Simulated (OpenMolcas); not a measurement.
# F II: Slater's ratio, the spin-orbit constant, worked from levels

| Quantity | Value |
| --- | --- |
| Program | OpenMolcas 26.06 |
| Basis | ANO-RCC-VQZP [5s4p3d2f1g] |
| Scalar Hamiltonian | DKH2, point nucleus |
| Active space | 6 electrons in 9 orbitals (RAS2 2s 2p; RAS3 3d, at most 2 electrons) |
| State averaging | 2S+1 = 3 even, 3 roots; 2S+1 = 1 even, 6 roots; 2S+1 = 3 odd, 3 roots; 2S+1 = 1 odd, 3 roots |
| Spin-orbit coupling | state interaction with AMFI integrals over the reference wave functions, term energies averaged over their components |

Methods: RASSCF; SS-RASPT2, IPEA 0.25 Eh, imaginary shift 0.1 Eh (closed shells correlated: 1s). Measured levels: NIST Handbook of Basic Atomic Spectroscopic Data.

**Slater's ratio.** With one set of orbitals, p4 has ¹D - ³P = 6 F2 and ¹S - ¹D = 9 F2 (F2 = F²/25), a ratio of 3/2. Term energies are centres of gravity, weighted by 2J + 1.

```json
{"Source": "RASSCF", "¹D - ³P": "22071", "¹S - ³P": "46968", "F2 from the first": "3678", "Ratio": "1.128"}
{"Source": "SS-RASPT2", "¹D - ³P": "20724", "¹S - ³P": "44681", "F2 from the first": "3454", "Ratio": "1.156"}
{"Source": "measured", "¹D - ³P": "20705", "¹S - ³P": "44750", "F2 from the first": "3451", "Ratio": "1.161"}
```

Energies in cm-1. A ratio away from 3/2 shows effects beyond one configuration with one set of orbitals, and in heavier atoms second-order spin-orbit shifts.

**The spin-orbit constant.** For the Hund term ³P of p4, E(J) = (A/2) J(J+1) + constant and ζ = -2S·A = -2A. From J = 0 to J = 2 the energy changes by 3 A.

```
   Source  E(2) - E(0)       A    ζ
   RASSCF       -470.6  -156.9  314
SS-RASPT2       -470.6  -156.9  314
 measured       -489.7  -163.2  326
```

All in cm-1. SS-RASPT2 is off by -3.9 % and RASSCF by -3.9 %. Both methods take the spin-orbit matrix elements from the reference wave functions, so the second can move ζ only through the term energies and any multistate remixing. Second-order mixing with other terms is absorbed into this ζ.

CASPT2 does not keep the components of a term degenerate, so their means are used; among the terms shown or strongly mixed into the levels shown the widest spread is 11 cm-1 (2s² 2p⁴ ¹D, SS-RASPT2). Active for correlation alone: 3d; no level in the range computed is led by a configuration that fills it, so any true level of that kind is missing. Without dynamic correlation excited terms often stand tens of per cent too high (terms of higher spin than the ground term too low), and those without a measured partner can miss by more than the paired ones (holds for RASSCF). Measured partners are found by configuration, term and J. A level has none where our copy of the source lacks it or the pairing is in doubt (some pairs that miss far off the trend of their configuration count as doubtful), and it then counts in no deviation. Only configurations of the active space appear.
